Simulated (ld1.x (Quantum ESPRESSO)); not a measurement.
**germanium, RRKJ: configuration errors across variants**

* Element: germanium (Ge)
* Generator: ld1.x (Quantum ESPRESSO) 7.5
* Type: norm-conserving RRKJ (Kleinman–Bylander form)
* Functional: PBE
* Relativity: scalar-relativistic
* Frozen core: [Ar] 3d10
* Valence charge: 4
* Reference configuration: 4s2 4p1.5 (charge +0.5)
* Partial waves: 4p (bound): rc 1.75 bohr; 4d channel at -0.1 Ry: rc 1.70 bohr; 4s (bound): rc 1.50 bohr
* Local potential: the s channel
* Core correction: none
* rho0: 0.01

All-electron excitation energies from the reference (eV): (1) 4s2 4p2 -2.802; (2) 4s2 4p1 4.642; (3) 4s2 4p0 20.081; (4) 4s1 4p3 5.170; (5) 4s1 4p0 54.872; (6) 4s1 4p2 13.358; (7) 4s0 4p4 13.393.

A true bound ghost makes a file unfit for plane-wave use even where its test errors are small: the radial tests pick states by their node count and pass the ghost by.

Errors AE − PS in meV (a dash: test not solved or not reliable):

| change | (1) | (2) | (3) | (4) | (5) | (6) | (7) | bound ghosts |
| --- | --- | --- | --- | --- | --- | --- | --- | --- |
| base | +0.4 | -0.7 | +5.4 | +13 | +108 | +8.2 | +47 | d |
| core correction a·sin(br)/r model core inside 0.60 bohr | -0.3 | -2.4 | -33 | -11 | -232 | -24 | -50 | d |
| core correction a·sin(br)/r model core inside 0.76 bohr | -0.3 | -2.4 | -33 | -11 | -232 | -24 | -50 | d |
| core correction a·sin(br)/r model core inside 0.96 bohr | -0.3 | -2.4 | -33 | -11 | -232 | -24 | -50 | d |
| core correction a·sin(br)/r model core inside 1.16 bohr | -0.3 | -2.4 | -33 | -11 | -229 | -24 | -49 | d |
| core correction a·sin(br)/r model core inside 1.32 bohr | -0.3 | -2.3 | -33 | -10 | -222 | -23 | -47 | d |
| core correction a·sin(br)/r model core inside 1.44 bohr | -0.3 | -2.3 | -32 | -10 | -216 | -23 | -46 | d |
| core correction a·sin(br)/r model core inside 1.78 bohr | -0.5 | -2.8 | -39 | -6.0 | -218 | -20 | -29 | d |

Task: Give the same row for: core correction a·sin(br)/r model core inside 1.60 bohr.

Result: -0.3, -2.4, -34, -9.4, -216, -23, -43; bound ghosts: d.
